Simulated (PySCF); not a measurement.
C$_{2}$H$_{8}$Si, triplet, at the geometry of the source list (a higher spin typed on purpose: for a closed-shell molecule this is an excited state); M062X/6-31G* in PySCF.

The PySCF input:
```python
from pyscf import gto, scf, dft

mol = gto.M(
    atom='''
Si    0.051100   -0.579800   -0.497900
C     1.469500    0.594200   -0.033500
C    -1.513500   -0.094700    0.462400
H     0.425900   -1.960300   -0.161600
H    -0.209900   -0.488300   -1.941000
H     1.227400    1.626100   -0.273100
H     2.378900    0.339100   -0.569500
H     1.692600    0.548900    1.029000
H    -2.342500   -0.751400    0.215400
H    -1.822300    0.921700    0.233900
H    -1.357100   -0.155500    1.536000
''',
    basis='6-31g*',
    charge=0,
    spin=2,
    verbose=4,
)

mf = dft.UKS(mol)
mf.xc = 'm062x'
mf.kernel()
mf.analyze()
```

It wrote (shortened):

```
PySCF version 2.14.0

[INPUT] verbose = 4
[INPUT] num. atoms = 11
[INPUT] num. electrons = 34
[INPUT] charge = 0
[INPUT] spin (= nelec alpha-beta = 2S) = 2
[INPUT] symmetry False subgroup None
[INPUT] Mole.unit = angstrom
[INPUT] Symbol           X                Y                Z      unit          X                Y                Z       unit  Magmom
[INPUT]  1 Si     0.051100000000  -0.579800000000  -0.497900000000 AA    0.096565004965  -1.095663207023  -0.940894637421 Bohr   0.0
[INPUT]  2 C      1.469500000000   0.594200000000  -0.033500000000 AA    2.776952540048   1.122875263217  -0.063305825173 Bohr   0.0
[INPUT]  3 C     -1.513500000000  -0.094700000000   0.462400000000 AA   -2.860100489529  -0.178957063996   0.873809359999 Bohr   0.0
[INPUT]  4 H      0.425900000000  -1.960300000000  -0.161600000000 AA    0.804834356452  -3.704430121985  -0.305379741730 Bohr   0.0
[INPUT]  5 H     -0.209900000000  -0.488300000000  -1.941000000000 AA   -0.396653513546  -0.922753266625  -3.667958407781 Bohr   0.0
[INPUT]  6 H      1.227400000000   1.626100000000  -0.273100000000 AA    2.319449845291   3.072883651155  -0.516084204619 Bohr   0.0
[INPUT]  7 H      2.378900000000   0.339100000000  -0.569500000000 AA    4.495469477728   0.640806128840  -1.076199027940 Bohr   0.0
[INPUT]  8 H      1.692600000000   0.548900000000   1.029000000000 AA    3.198550438439   1.037270669774   1.944528182177 Bohr   0.0
[INPUT]  9 H     -2.342500000000  -0.751400000000   0.215400000000 AA   -4.426683446794  -1.419940209998   0.407047007231 Bohr   0.0
[INPUT] 10 H     -1.822300000000   0.921700000000   0.233900000000 AA   -3.443647916795   1.741760569012   0.442006940536 Bohr   0.0
[INPUT] 11 H     -1.357100000000  -0.155500000000   1.536000000000 AA   -2.564547323647  -0.293852412370   2.902619327332 Bohr   0.0

nuclear repulsion = 113.51800006913
number of shells = 36
number of NR pGTOs = 137
number of NR cGTOs = 62
basis = 6-31g*
ecp = {}

******** <class 'pyscf.dft.uks.UKS'> ********
method = UKS
initial guess = minao
damping factor = 0
level_shift factor = 0
DIIS = <class 'pyscf.scf.diis.CDIIS'>
diis_start_cycle = 1
diis_space = 8
diis_damp = 0
SCF conv_tol = 1e-09
SCF conv_tol_grad = None
SCF max_cycles = 50
direct_scf = True
direct_scf_tol = 1e-13
number electrons alpha = 18  beta = 16
XC library pyscf.dft.libxc version 7.1.2
    S. Lehtola, C. Steigemann, M. J. T. Oliveira, and M. A. L. Marques,  SoftwareX 7, 1–5 (2018)
XC functionals = m062x
    Y. Zhao and D. G. Truhlar,  Theor. Chem. Acc. 120, 215 (2008)
    Y. Zhao and D. G. Truhlar,  Theor. Chem. Acc. 120, 215 (2008)
radial grids:
    Treutler-Ahlrichs [JCP 102, 346 (1995); DOI:10.1063/1.469408] (M4) radial grids

becke partition: Becke, JCP 88, 2547 (1988); DOI:10.1063/1.454033
pruning grids: <function nwchem_prune>
grids dens level: 3
symmetrized grids: False
atomic radii adjust function: <function treutler_atomic_radii_adjust>
small_rho_cutoff = 0
Set gradient conv threshold to 3.16228e-05
tot grids = 125880
init E= -370.383509313904

cycle= 1 E= -370.093009494409  delta_E= 0.29  |g|= 0.142  |ddm|= 3.86

cycle= 2 E= -370.110583304631  delta_E= -0.0176  |g|= 0.0455  |ddm|= 0.314

cycle= 3 E= -370.112280907974  delta_E= -0.0017  |g|= 0.0193  |ddm|= 0.237

cycle= 4 E= -370.112643925239  delta_E= -0.000363  |g|= 0.00667  |ddm|= 0.102

cycle= 5 E= -370.112718114832  delta_E= -7.42e-05  |g|= 0.00261  |ddm|= 0.052

cycle= 6 E= -370.112733703677  delta_E= -1.56e-05  |g|= 0.00138  |ddm|= 0.0263

cycle= 7 E= -370.112736445624  delta_E= -2.74e-06  |g|= 0.000849  |ddm|= 0.00942

cycle= 8 E= -370.112737265732  delta_E= -8.2e-07  |g|= 0.000221  |ddm|= 0.0039

cycle= 9 E= -370.112737418631  delta_E= -1.53e-07  |g|= 9.48e-05  |ddm|= 0.00155

cycle= 10 E= -370.112737450726  delta_E= -3.21e-08  |g|= 5.1e-05  |ddm|= 0.00146

cycle= 11 E= -370.112737474958  delta_E= -2.42e-08  |g|= 4.97e-05  |ddm|= 0.0017

cycle= 12 E= -370.112737491564  delta_E= -1.66e-08  |g|= 5.16e-05  |ddm|= 0.00119

cycle= 13 E= -370.112737450018  delta_E= 4.15e-08  |g|= 4.63e-05  |ddm|= 0.00307

cycle= 14 E= -370.112737302142  delta_E= 1.48e-07  |g|= 2.1e-05  |ddm|= 0.016

cycle= 15 E= -370.112737270779  delta_E= 3.14e-08  |g|= 7.25e-06  |ddm|= 0.00908

cycle= 16 E= -370.11273726978  delta_E= 9.99e-10  |g|= 4.58e-06  |ddm|= 0.00108

Extra cycle  E= -370.112737270004  delta_E= -2.23e-10  |g|= 4.07e-06  |ddm|= 0.000145
converged SCF energy = -370.112737270004  <S^2> = 2.0113211  2S+1 = 3.0075379
**** SCF Summaries ****
Total Energy =                        -370.112737270003549
Nuclear Repulsion Energy =             113.518000069130210
One-electron Energy =                 -732.551344297363357
Two-electron Energy =                  248.920606958229598
Two-electron Coulomb Energy =          283.533611827399000
DFT Exchange-Correlation Energy =      -34.613004869169401
**** MO energy ****
                             alpha | beta                alpha | beta
MO #1   energy= -67.0171953007103  | -67.0143300468636  occ= 1 | 1
MO #2   energy= -10.5799790908179  | -10.5742586622219  occ= 1 | 1
MO #3   energy= -10.579881869206   | -10.5741987850353  occ= 1 | 1
MO #4   energy= -5.56102359441916  | -5.56073619139001  occ= 1 | 1
MO #5   energy= -3.87370050950383  | -3.86784275323633  occ= 1 | 1
MO #6   energy= -3.86773844945916  | -3.86660104513632  occ= 1 | 1
MO #7   energy= -3.86762328775496  | -3.86490620524009  occ= 1 | 1
MO #8   energy= -0.858756335492856 | -0.831702555819581 occ= 1 | 1
MO #9   energy= -0.833380972534882 | -0.804891545718978 occ= 1 | 1
MO #10  energy= -0.596779571012099 | -0.556024825322091 occ= 1 | 1
MO #11  energy= -0.526485967639949 | -0.515998713882207 occ= 1 | 1
MO #12  energy= -0.525817932984992 | -0.508762196416369 occ= 1 | 1
MO #13  energy= -0.508491530057094 | -0.497626690271472 occ= 1 | 1
MO #14  energy= -0.507928566907835 | -0.493034179042909 occ= 1 | 1
MO #15  energy= -0.438384844451246 | -0.370682412074443 occ= 1 | 1
MO #16  energy= -0.406460847690372 | -0.365793404200882 occ= 1 | 1
MO #17  energy= -0.372690999616864 | -0.233729854586969 occ= 1 | 0
MO #18  energy= -0.0428382383781525 | 0.0730340779940986 occ= 1 | 0
MO #19  energy= 0.075859481131956  | 0.0814170084959205 occ= 0 | 0
MO #20  energy= 0.127374649007324  | 0.121034099933297  occ= 0 | 0
MO #21  energy= 0.138471210688957  | 0.122613073754835  occ= 0 | 0
MO #22  energy= 0.145014439570923  | 0.153740491319765  occ= 0 | 0
MO #23  energy= 0.15603129909792   | 0.158534671724149  occ= 0 | 0
MO #24  energy= 0.179748641895205  | 0.186503867433974  occ= 0 | 0
MO #25  energy= 0.193401756146505  | 0.192733428486187  occ= 0 | 0
MO #26  energy= 0.195680519699086  | 0.207315444365676  occ= 0 | 0

To work with the spin densities directly, `use mulliken_meta_spin()` only printing them here.

 ** Mulliken spin pop alpha/beta on meta-lowdin orthogonal AOs **
 ** Mulliken Spin Density (per AO)  **
spin_pop of  0 Si 1s       -0.00000
spin_pop of  0 Si 2s        0.00001
spin_pop of  0 Si 3s       -0.00500
spin_pop of  0 Si 4s        0.00025
spin_pop of  0 Si 2px       0.00004
spin_pop of  0 Si 2py       0.00000
spin_pop of  0 Si 2pz       0.00000
spin_pop of  0 Si 3px       0.68614
spin_pop of  0 Si 3py       0.02381
spin_pop of  0 Si 3pz       0.01375
spin_pop of  0 Si 4px       0.15948
spin_pop of  0 Si 4py       0.00956
spin_pop of  0 Si 4pz       0.00556
spin_pop of  0 Si 3dxy      0.01475
spin_pop of  0 Si 3dyz     -0.00042
spin_pop of  0 Si 3dz^2     0.00123
spin_pop of  0 Si 3dxz      0.01174
spin_pop of  0 Si 3dx2-y2    0.00183
spin_pop of  1 C 1s        0.00000
spin_pop of  1 C 2s        0.10435
spin_pop of  1 C 3s        0.00768
spin_pop of  1 C 2px       0.26594
spin_pop of  1 C 2py       0.13413
spin_pop of  1 C 2pz       0.02685
spin_pop of  1 C 3px       0.00387
spin_pop of  1 C 3py       0.00055
spin_pop of  1 C 3pz       0.00010
spin_pop of  1 C 3dxy      0.00103
spin_pop of  1 C 3dyz      0.00005
spin_pop of  1 C 3dz^2     0.00039
spin_pop of  1 C 3dxz      0.00012
spin_pop of  1 C 3dx2-y2    0.00042
spin_pop of  2 C 1s        0.00000
spin_pop of  2 C 2s        0.10520
spin_pop of  2 C 3s        0.00773
spin_pop of  2 C 2px       0.30820
spin_pop of  2 C 2py       0.02616
spin_pop of  2 C 2pz       0.09404
spin_pop of  2 C 3px       0.00403
spin_pop of  2 C 3py       0.00015
spin_pop of  2 C 3pz       0.00035
spin_pop of  2 C 3dxy      0.00014
spin_pop of  2 C 3dyz      0.00005
spin_pop of  2 C 3dz^2     0.00009
spin_pop of  2 C 3dxz      0.00075
spin_pop of  2 C 3dx2-y2    0.00099
spin_pop of  3 H 1s       -0.02730
spin_pop of  3 H 2s        0.00024
spin_pop of  4 H 1s       -0.02731
spin_pop of  4 H 2s        0.00024
spin_pop of  5 H 1s        0.00070
spin_pop of  5 H 2s        0.00120
spin_pop of  6 H 1s        0.01146
spin_pop of  6 H 2s        0.00367
spin_pop of  7 H 1s        0.00067
spin_pop of  7 H 2s        0.00120
spin_pop of  8 H 1s        0.01139
spin_pop of  8 H 2s        0.00370
spin_pop of  9 H 1s        0.00080
spin_pop of  9 H 2s        0.00123
spin_pop of  10 H 1s        0.00078
spin_pop of  10 H 2s        0.00124
 ** Mulliken Spin Density (per atom)  **
spin density of  0 Si =      0.92274
spin density of  1 C =      0.54546
spin density of  2 C =      0.54787
spin density of  3 H =     -0.02706
spin density of  4 H =     -0.02706
spin density of  5 H =      0.00190
spin density of  6 H =      0.01513
spin density of  7 H =      0.00188
spin density of  8 H =      0.01508
spin density of  9 H =      0.00204
spin density of  10 H =      0.00202
 ** Mulliken pop alpha/beta on meta-lowdin orthogonal AOs **
 ** Mulliken pop       alpha | beta **
In total            18.00000 | 16.00000
 ** Mulliken atomic charges   ( Nelec_alpha | Nelec_beta ) **
charge of  0Si =      0.16069  (     7.38102      6.45829 )
charge of  1C =     -0.46030  (     3.50288      2.95742 )
charge of  2C =     -0.46046  (     3.50417      2.95630 )
charge of  3H =     -0.05446  (     0.51370      0.54076 )
charge of  4H =     -0.05447  (     0.51371      0.54077 )
charge of  5H =      0.12755  (     0.43718      0.43527 )
charge of  6H =      0.17942  (     0.41785      0.40272 )
charge of  7H =      0.12754  (     0.43717      0.43529 )
charge of  8H =      0.17940  (     0.41784      0.40276 )
charge of  9H =      0.12757  (     0.43723      0.43520 )
charge of  10H =      0.12753  (     0.43724      0.43522 )
Dipole moment(X, Y, Z, Debye): -0.28220,  3.19404,  2.74278
```
